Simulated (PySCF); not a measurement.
Molfile (atoms numbered from 1):
```
C2H6Se
     RDKit          3D

  9  8  0  0  0  0  0  0  0  0999 V2000
    1.4497    0.0819    0.1379 C   0  0  0  0  0  0  0  0  0  0  0  0
    0.0536    0.6144   -1.0993 Se  0  0  0  0  0  2  0  0  0  0  0  0
   -1.4432   -0.0697   -0.0715 C   0  0  0  0  0  0  0  0  0  0  0  0
    1.4569   -1.0090    0.2722 H   0  0  0  0  0  0  0  0  0  0  0  0
    2.4079    0.3935   -0.3000 H   0  0  0  0  0  0  0  0  0  0  0  0
    1.3223    0.5802    1.1092 H   0  0  0  0  0  0  0  0  0  0  0  0
   -1.3594   -1.1572    0.0632 H   0  0  0  0  0  0  0  0  0  0  0  0
   -2.3560    0.1503   -0.6417 H   0  0  0  0  0  0  0  0  0  0  0  0
   -1.5047    0.4276    0.9068 H   0  0  0  0  0  0  0  0  0  0  0  0
  1  2  1  0
  2  3  1  0
  1  4  1  0
  1  5  1  0
  1  6  1  0
  3  7  1  0
  3  8  1  0
  3  9  1  0
M  END
```

Geometry: PBE0-D3(BJ)/def2-SVP; GIAO absolute shieldings from PySCF 2.14.0 with density-fitted response routines, gas phase, non-relativistic, averaged over equivalent atoms.

At HF/pcSseg-1 (105 basis functions, roughly 2.5 core-seconds):
```json
{"atoms": "C1/C3", "σ (ppm)": "178.2"}
{"atoms": "Se2", "σ (ppm)": "1958.1"}
{"atoms": "H4/H5/H6/H7/H8/H9", "σ (ppm)": "29.98"}
```

**Question.** Predict the values at PBE/pcSseg-1 on the same geometry.

**Answer.** 
| atoms | σ at PBE/pcSseg-1 | change |
| --- | --- | --- |
| C1/C3 | 162.5 | -15.7 |
| Se2 | 1669.7 | -288.4 |
| H4/H5/H6/H7/H8/H9 | 29.39 | -0.59 |

The largest change is at Se2 (selenium bonded to 2 C). Cost: 105 basis functions, about 6 core-seconds.

Relativistic effects, spin–orbit coupling among them, are left out; they matter for Se and for the light atoms bonded to it.
